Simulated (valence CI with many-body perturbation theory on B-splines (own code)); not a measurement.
**E1 line list for Cs⁴⁸⁺**

Computed by relativistic CI+MBPT: five valence electrons over a frozen Dirac-Fock core [He], radial functions for each j: 11 s, 11 p, 10 d, 8 f, 5 g, 2 h, with the one-electron correlation potential Σ1, the two-electron term Σ2, the three-electron term Σ3, Breit, model QED; selected CI, second order for the rest, scaled by the run's own slope (own B-spline code, finite nucleus).

The last digits are not significant, and no measured levels were compared; by estimate large intervals hold to a few tenths of a per cent, small ones and those within an open d or f shell to about a per cent. Among the levels kept, up to 7300 cm⁻¹ of a level comes from second order outside the variational space, and about a tenth of that is noise between levels of different J, which matters for small intervals.

Lines 201 to 250 of 600 in falling wavelength, among levels below 6171.8 eV, chosen from the strongest by gf and those to the six lowest levels. Wavelengths and rates use the calculated energies. Electric multipoles are in the length gauge, E1 and E2 with the static RPA response of the core. Weak lines are less certain than strong ones. Lines between different terms over intervals too small for the method are left out, as are lines whose strength nearly cancels. The highest levels of a list are the least certain.

Levels are named by their leading jj configuration (3d3/2^4 stands for four electrons in 3d with j = 3/2), which in mixed levels can hold well under half, so a name can repeat and another be missing. Letters in brackets count levels of one name in rising energy.

```csv
λ vac (nm),Upper,Lower,A (s⁻¹),log gf,Branch %
2.109,(2p1/2^2 2p3/2^2 3p3/2) J=7/2,(2s 2p1/2^2 2p3/2 3p3/2) J=5/2 [b],5.77e+11,-0.51,0.6
2.101,(2s 2p1/2 2p3/2^2 3p3/2) J=5/2 [b],(2s^2 2p1/2 2p3/2 3p3/2) J=3/2 [a],1.99e+11,-1.10,0.1
2.091,(2p1/2^2 2p3/2^2 3s) J=5/2,(2s 2p1/2^2 2p3/2 3s) J=3/2 [b],5.34e+11,-0.68,2.3
2.090,(2s 2p3/2^3 3s) J=3/2 [a],(2s^2 2p3/2^2 3s) J=3/2,5.14e+11,-0.87,1.1
2.086,(2p1/2^2 2p3/2^2 3p1/2) J=3/2,(2s 2p1/2^2 2p3/2 3p1/2) J=1/2,4.12e+11,-0.97,0.3
2.084,(2s 2p1/2 2p3/2^3) J=3/2 [a],(2s^2 2p1/2 2p3/2^2) J=3/2,7.58e+11,-0.70,93.8
2.075,(2p1/2^2 2p3/2^2 3p1/2) J=5/2,(2s 2p1/2^2 2p3/2 3p1/2) J=3/2 [b],5.21e+11,-0.69,1.5
2.065,(2s 2p1/2 2p3/2^2 3d5/2) J=7/2 [c],(2s^2 2p1/2 2p3/2 3d5/2) J=5/2 [b],1.59e+11,-1.09,0.4
2.058,(2s 2p1/2 2p3/2^2 3p3/2) J=7/2 [c],(2s^2 2p1/2 2p3/2 3p3/2) J=5/2 [b],1.89e+11,-1.02,0.2
2.050,(2p1/2^2 2p3/2^2 3s) J=3/2,(2s 2p1/2^2 2p3/2 3s) J=1/2,4.48e+11,-0.95,0.7
2.048,(2s 2p1/2 2p3/2^2 3d5/2) J=9/2 [c],(2s^2 2p1/2 2p3/2 3d5/2) J=7/2 [b],2.58e+11,-0.79,10.0
2.046,(2s 2p1/2 2p3/2^2 3d5/2) J=5/2 [d],(2s^2 2p1/2 2p3/2 3d5/2) J=5/2 [b],2.88e+11,-0.96,0.1
2.043,(2s 2p3/2^3 3s) J=3/2 [b],(2s^2 2p3/2^2 3s) J=1/2,4.40e+11,-0.96,5.6
2.040,(2s 2p1/2 2p3/2^3) J=5/2,(2s^2 2p1/2 2p3/2^2) J=5/2,7.55e+11,-0.55,92.8
2.037,(2s 2p1/2 2p3/2^2 3p3/2) J=5/2 [c],(2s^2 2p1/2 2p3/2 3p3/2) J=3/2 [b],1.98e+11,-1.13,0.2
2.029,(2s 2p1/2^2 2p3/2 3d5/2) J=7/2 [b],(2s^2 2p1/2^2 3d5/2) J=5/2,7.76e+11,-0.42,0.7
2.026,(2s 2p1/2 2p3/2^2 3d5/2) J=7/2 [e],(2s^2 2p1/2 2p3/2 3d5/2) J=7/2 [b],5.89e+11,-0.54,0.1
2.025,(2s 2p1/2 2p3/2^2 3d5/2) J=3/2 [d],(2s^2 2p1/2 2p3/2 3d5/2) J=1/2,3.74e+11,-1.04,0.5
2.022,(2s 2p1/2^2 2p3/2 3p3/2) J=5/2 [b],(2s^2 2p1/2^2 3p3/2) J=3/2,8.84e+11,-0.49,1.3
2.021,(2s 2p1/2 2p3/2^2 3p3/2) J=5/2 [e],(2s^2 2p1/2 2p3/2 3p3/2) J=5/2 [b],6.33e+11,-0.63,7.8
2.021,(2s 2p1/2 2p3/2^3) J=1/2,(2s^2 2p1/2 2p3/2^2) J=1/2,5.56e+11,-1.17,26.1
2.020,(2s 2p1/2 2p3/2^2 3d5/2) J=5/2 [e],(2s^2 2p1/2 2p3/2 3d5/2) J=3/2 [b],4.56e+11,-0.78,0.3
2.013,(2s 2p1/2 2p3/2^2 3d3/2) J=3/2 [c],(2s^2 2p1/2 2p3/2 3d3/2) J=5/2 [a],3.37e+11,-1.09,0.2
2.013,(2s 2p1/2 2p3/2^2 3d5/2) J=3/2 [d],(2s^2 2p1/2 2p3/2 3d5/2) J=3/2 [b],3.73e+11,-1.04,0.5
2.008,(2s 2p1/2 2p3/2^2 3s) J=1/2 [a],(2s^2 2p1/2 2p3/2 3s) J=3/2 [a],7.43e+11,-1.05,2.0
2.005,(2s 2p1/2^2 2p3/2 3d3/2) J=5/2 [b],(2s^2 2p1/2^2 3d3/2) J=3/2,7.83e+11,-0.55,2.7
2.003,(2s 2p1/2 2p3/2^2 3d3/2) J=5/2 [c],(2s^2 2p1/2 2p3/2 3d3/2) J=7/2,2.90e+11,-0.98,0.1
2.001,(2p1/2 2p3/2^4) J=1/2,(2s 2p1/2 2p3/2^3) J=3/2 [b],2.13e+12,-0.59,66.1
2.000,(2s 2p1/2^2 2p3/2 3p1/2) J=1/2,(2s^2 2p1/2^2 3p1/2) J=1/2,9.60e+11,-0.94,3.0
1.996,(2s 2p1/2 2p3/2^2 3d5/2) J=5/2 [d],(2s^2 2p1/2 2p3/2 3d5/2) J=3/2 [a],4.14e+11,-0.83,0.2
1.996,(2s 2p1/2^2 2p3/2 3p1/2) J=3/2 [b],(2s^2 2p1/2^2 3p1/2) J=1/2,9.27e+11,-0.65,2.9
1.996,(2s 2p1/2 2p3/2^2 3d3/2) J=3/2 [e],(2s^2 2p1/2 2p3/2 3d3/2) J=5/2 [b],6.43e+11,-0.81,0.1
1.995,(2s 2p1/2^2 2p3/2 3d5/2) J=5/2 [b],(2s^2 2p1/2^2 3d5/2) J=5/2,9.21e+11,-0.48,0.2
1.991,(2s 2p1/2 2p3/2^2 3d5/2) J=5/2 [e],(2s^2 2p1/2 2p3/2 3d5/2) J=5/2 [b],3.73e+11,-0.88,0.2
1.990,(2s 2p1/2^2 2p3/2 3d5/2) J=3/2 [b],(2s^2 2p1/2^2 3d5/2) J=5/2,1.03e+12,-0.61,0.3
1.990,(2s 2p1/2^2 2p3/2 3s) J=1/2,(2s^2 2p1/2^2 3s) J=1/2,9.05e+11,-0.97,1.5
1.989,(2s 2p1/2 2p3/2^2 3d5/2) J=5/2 [b],(2s^2 2p1/2 2p3/2 3d3/2) J=5/2 [a],2.74e+11,-1.01,0.1
1.989,(2s 2p1/2 2p3/2^2 3p3/2) J=1/2 [b],(2s^2 2p1/2 2p3/2 3p3/2) J=3/2 [a],1.05e+12,-0.90,8.0
1.988,(2s 2p1/2^2 2p3/2 3p3/2) J=3/2 [b],(2s^2 2p1/2^2 3p3/2) J=3/2,9.41e+11,-0.65,1.5
1.987,(2s 2p1/2 2p3/2^2 3p3/2) J=7/2 [c],(2s^2 2p1/2 2p3/2 3p3/2) J=7/2,1.17e+12,-0.26,1.3
1.986,(2s 2p1/2 2p3/2^2 3s) J=3/2 [c],(2s^2 2p1/2 2p3/2 3s) J=3/2 [b],7.47e+11,-0.75,1.1
1.985,(2s 2p1/2 2p3/2^2 3d5/2) J=9/2 [c],(2s^2 2p1/2 2p3/2 3d5/2) J=9/2,1.03e+12,-0.22,39.8
1.985,(2s 2p1/2 2p3/2^3) J=3/2 [b],(2s^2 2p1/2 2p3/2^2) J=1/2,4.43e+11,-0.98,20.5
1.985,(2s 2p1/2 2p3/2^2 3d3/2) J=1/2 [c],(2s^2 2p1/2 2p3/2 3d3/2) J=3/2 [b],7.38e+11,-1.06,0.1
1.984,(2s 2p1/2 2p3/2^2 3d3/2) J=7/2 [c],(2s^2 2p1/2 2p3/2 3d3/2) J=7/2,9.65e+11,-0.34,1.5
1.984,(2s 2p1/2 2p3/2^2 3p1/2) J=5/2 [c],(2s^2 2p1/2 2p3/2 3p1/2) J=5/2,1.26e+12,-0.35,3.8
1.984,(2s 2p1/2^2 2p3/2 3d3/2) J=3/2 [b],(2s^2 2p1/2^2 3d3/2) J=3/2,7.26e+11,-0.77,0.3
1.982,(2s 2p1/2^2 2p3/2 3s) J=3/2 [b],(2s^2 2p1/2^2 3s) J=1/2,9.08e+11,-0.67,2.9
1.979,(2s 2p1/2 2p3/2^2 3d3/2) J=5/2 [e],(2s^2 2p1/2 2p3/2 3d5/2) J=7/2 [a],4.21e+11,-0.83,0.1
1.979,(2s 2p1/2 2p3/2^2 3s) J=3/2 [d],(2s^2 2p1/2 2p3/2 3s) J=3/2 [b],5.18e+11,-0.92,1.2
```
